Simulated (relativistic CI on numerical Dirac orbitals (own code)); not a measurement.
d1 in a ligand field

Computed with a parametric ligand-field model of a d^n configuration (Racah B and C, spin-orbit zeta, crystal field), exact diagonalisation.

Field parameters in Wybourne normalisation: Oh B⁴₀ = 21Dq, B⁴₄ = √(5/14) B⁴₀; Td as Oh with Dq negative (B⁴₀ = 21Dq, B⁴₄ = √(5/14) B⁴₀). The field is a parameter set, without covalency.

Question: Ground term and bands for B = 990, C = 4360, ζ = 0 cm⁻¹, Oh, 10Dq = 13800 cm⁻¹?

Answer: Ground term 2T2 with 0.00 electrons in the two orbitals of the cubic e set. Spin-allowed: 2E 13800 cm⁻¹ (725 nm). Lowest spin-forbidden: none.

Question: Ground term and bands for B = 350, C = 1540, ζ = 0 cm⁻¹, Td, 10Dq = -9600 cm⁻¹?

Answer: Ground term 2E with 1.00 electrons in the two orbitals of the cubic e set. Spin-allowed: 2T2 9600 cm⁻¹ (1042 nm). Lowest spin-forbidden: none.

Question: Ground term and bands for B = 870, C = 3360, ζ = 0 cm⁻¹, Oh, 10Dq = 8050 cm⁻¹?

Answer: Ground term 2T2 with 0.00 electrons in the two orbitals of the cubic e set. Spin-allowed: 2E 8050 cm⁻¹ (1242 nm). Lowest spin-forbidden: none.

Question: Ground term and bands for B = 710, C = 3310, ζ = 0 cm⁻¹, Td, 10Dq = -2300 cm⁻¹?

Answer: Ground term 2E with 1.00 electrons in the two orbitals of the cubic e set. Spin-allowed: 2T2 2300 cm⁻¹. Lowest spin-forbidden: none.

Question: Ground term and bands for B = 670, C = 2400, ζ = 0 cm⁻¹, Oh, 10Dq = 5000 cm⁻¹?

Answer: Ground term 2T2 with 0.00 electrons in the two orbitals of the cubic e set. Spin-allowed: 2E 5000 cm⁻¹ (2000 nm). Lowest spin-forbidden: none.
